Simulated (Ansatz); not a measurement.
System: sum formula BH₂S₃ (charge 0, doublet). It need not be the lowest isomer of its formula. SMILES: [S]B(S)S
Coordinates optimised at B3LYP-D3(BJ)/def2-TZVP (Ansatz, a first-principles code):
```
B
S 1 1.7701
S 1 1.8178 2 122.08
H 3 1.3437 1 97.67 2 0.00
S 1 1.8178 2 122.08 4 -180.00
H 5 1.3437 1 97.67 2 0.00
```
Charge 0, spin multiplicity 2.

Parts of the frozen-core correlation energy in aug-cc-pV(D+d)Z (Ansatz, hartree). Frozen orbitals: 16; correlated occupied orbitals by spin: 12 and 11; virtual: 109 and 110. UHF or UKS for open shells. Spin-orbit coupling is left out. Non-relativistic.

```tsv
term	value
reference (HF)	-1218.53561
MP2 opposite-spin	?
MP2 same-spin	-0.12560
CCSD correlation	?
(T)	?
T1 diagnostic	0.017
largest doubles amplitude	0.035
<S^2> of the reference	0.763
```

Problem. What belongs in the gaps?

Solution. 
- MP2 opposite-spin, value: -0.36198
- CCSD correlation, value: -0.54094
- (T), value: -0.02252
